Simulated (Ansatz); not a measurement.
Computed with Ansatz on PBE0-D4/def2-TZVP structures; ΔE is electronic, products minus reactants. CBS: MP2 limit from def2 TZ/QZ plus the TZ coupled-cluster correction, frozen cores. Functionals use def2-TZVPP. B3LYP here is the variant with VWN-RPA as its local correlation; programs differ in this. One conformer a species, not always the lowest.

Consider the ligand exchange at the Si–O bond: `C=C[Si@@H](O)O[Si@@H](C)O` + `O[SiH2]O` → `C=C[SiH](O)O[SiH2]O` + `C[SiH](O)O`.

```json
{"level": "PBE-D4", "ΔE (kcal/mol)": "0.6", "difference from CCSD(T)/CBS": "0.2"}
{"level": "r2SCAN-D4", "ΔE (kcal/mol)": "0.6", "difference from CCSD(T)/CBS": "0.2"}
{"level": "PBE0-D4", "ΔE (kcal/mol)": "0.6", "difference from CCSD(T)/CBS": "0.2"}
{"level": "B3LYP-D4", "ΔE (kcal/mol)": "0.5", "difference from CCSD(T)/CBS": "0.1"}
{"level": "ωB97X-V", "ΔE (kcal/mol)": "0.5", "difference from CCSD(T)/CBS": "0.1"}
{"level": "ωB97M-V", "ΔE (kcal/mol)": "0.5", "difference from CCSD(T)/CBS": "0.1"}
{"level": "B2PLYP", "ΔE (kcal/mol)": "0.6", "difference from CCSD(T)/CBS": "0.2"}
{"level": "PBE", "ΔE (kcal/mol)": "0.6", "difference from CCSD(T)/CBS": "0.2"}
{"level": "r2SCAN", "ΔE (kcal/mol)": "0.5", "difference from CCSD(T)/CBS": "0.1"}
{"level": "PBE0", "ΔE (kcal/mol)": "0.6", "difference from CCSD(T)/CBS": "0.2"}
{"level": "B3LYP", "ΔE (kcal/mol)": "0.5", "difference from CCSD(T)/CBS": "0.1"}
{"level": "HF/def2-TZVPP", "ΔE (kcal/mol)": "0.3", "difference from CCSD(T)/CBS": "-0.1"}
{"level": "MP2/def2-TZVPP", "ΔE (kcal/mol)": "0.6", "difference from CCSD(T)/CBS": "0.2"}
{"level": "SCS-MP2/def2-TZVPP", "ΔE (kcal/mol)": "0.5", "difference from CCSD(T)/CBS": "0.1"}
{"level": "CCSD/def2-TZVPP", "ΔE (kcal/mol)": "0.5", "difference from CCSD(T)/CBS": "0.1"}
{"level": "CCSD(T)/def2-TZVPP", "ΔE (kcal/mol)": "0.6", "difference from CCSD(T)/CBS": "0.2"}
{"level": "HF/def2-QZVPP", "ΔE (kcal/mol)": "0.3", "difference from CCSD(T)/CBS": "-0.1"}
{"level": "MP2/def2-QZVPP", "ΔE (kcal/mol)": "0.5", "difference from CCSD(T)/CBS": "0.1"}
{"level": "SCS-MP2/def2-QZVPP", "ΔE (kcal/mol)": "0.4", "difference from CCSD(T)/CBS": "0.0"}
{"level": "HF/CBS(def2)", "ΔE (kcal/mol)": "0.2", "difference from CCSD(T)/CBS": "-0.2"}
{"level": "MP2/CBS(def2)", "ΔE (kcal/mol)": "0.5", "difference from CCSD(T)/CBS": "0.1"}
{"level": "CCSD/CBS(def2)", "ΔE (kcal/mol)": "0.4", "difference from CCSD(T)/CBS": "0.0"}
{"level": "CCSD(T)/CBS", "ΔE (kcal/mol)": "0.4", "difference from CCSD(T)/CBS": "0"}
```

Largest T1 diagnostic among the species: 0.012.
